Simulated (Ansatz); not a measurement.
```xyz
2

K    -0.0006    0.0057   -1.2617
Cl   -0.0090   -0.0043    1.4017
```

Basis set: def2-TZVP (spherical functions). Frozen core: 10 orbitals. Charge 0, multiplicity 1.

Computed with Ansatz (development build ahead of 0.2.0); each method stands on the lowest determinant of its kind that the runs found. Restricted open shells among the atoms or ions are ROHF, correlated in semicanonical orbitals with singles.

The atomization energy at this shape (free ground-state atoms in the same class of orbitals less the molecule, no zero-point energy) of singlet KCl:

```tsv
method	atomization energy
RHF-MP2	96.86 kcal/mol
```

(1) What does RHF give?

## Answers

(1) 76.65 kcal/mol.
